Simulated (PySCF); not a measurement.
# C₆ coefficients of unlike pairs at TPSSh

Calculated with PySCF 2.14 from the dipole response of each species, C₆(A,B) = (3/π) ∫ α_A(iu) α_B(iu) du, in atomic units, from isotropic polarisabilities. For ions this is the dispersion term alone; charge-induced terms of lower order in 1/R come first.

```tsv
species	configuration	basis	relativity	α (bohr³)	C₆ (like pair)
K⁺	[Ar] (1S)	def2-QZVPPD (11s6p4d3f)	none	5.526	23.68
Tl⁺	[Xe] 4f14 5d10 6s2 (1S)	aug-cc-pwCVTZ-DK3 (11s10p8d5f1g)	spin-free X2C	20.73	168.1
Mn²⁺	[Ar] 3d5 (6S)	aug-cc-pVQZ (9s8p6d4f3g2h)	none	3.913	11.57
Sc²⁺	[Ar] 3d1 (2D)	aug-cc-pVDZ (7s6p4d2f)	none	4.560	12.76
```

Problem. Estimate C₆ for Sc²⁺ with Mn²⁺.

Solution. The integral gives 12.08. The combination rule 2 C_A C_B / (C_A α_B/α_A + C_B α_A/α_B) gives 12.08 and the geometric mean 12.15.

No spin-orbit coupling is included.

The other pairs:

```csv
pair,C₆
"Mn²⁺, K⁺",16.40
"Sc²⁺, Tl⁺",45.31
"Mn²⁺, Tl⁺",42.42
"Sc²⁺, K⁺",17.34
"Tl⁺, K⁺",61.26
```
